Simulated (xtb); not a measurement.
H$_{7}$NSi$_{2}$, charge +1, doublet, geometry from GFN2-xTB (a state made from the parent by changing its charge; the spin is typed, not shown lowest). Base run: GFN2-xTB run with xtb.

Geometry (Å):
```xyz
10

Si     1.5772    -0.2184     0.3372
N     -0.0346    -0.4156    -0.3344
Si    -1.5586     0.4412    -0.1579
H      2.4338    -0.1540    -0.8625
H      1.5314     0.9525     1.1954
H      1.8244    -1.5211     0.9875
H     -0.1003    -1.2036    -0.9685
H     -2.4988    -0.6261     0.2348
H     -1.8822     0.8266    -1.5464
H     -1.3258     1.5160     0.7909
```
Charge +1, spin multiplicity 2.
All else is at xtb's defaults.
Base energy -9.51044 Eh.

Variants of this job, named by their change:

```json
[
 {"change": "base", "ΔE vs base (kcal/mol)": "0.000", "G_solv (kcal/mol)": "-", "SCF cycles": "13"},
 {"change": "file = coord", "ΔE vs base (kcal/mol)": "0.000", "G_solv (kcal/mol)": "-", "SCF cycles": "13"},
 {"change": "etemp = 3000", "ΔE vs base (kcal/mol)": "-4.60", "G_solv (kcal/mol)": "-", "SCF cycles": "11"},
 {"change": "alpb = benzene", "ΔE vs base (kcal/mol)": "-38.30", "G_solv (kcal/mol)": "-38.36", "SCF cycles": "12"},
 {"change": "acc = 30", "ΔE vs base (kcal/mol)": "0.000", "G_solv (kcal/mol)": "-", "SCF cycles": "10"},
 {"change": "alpb = acetone", "ΔE vs base (kcal/mol)": "-41.38", "G_solv (kcal/mol)": "-41.77", "SCF cycles": "13"}
]
```

ALPB and GBSA are two models with their own fitted parameters for each solvent, which aren't always the measured dielectric constant.
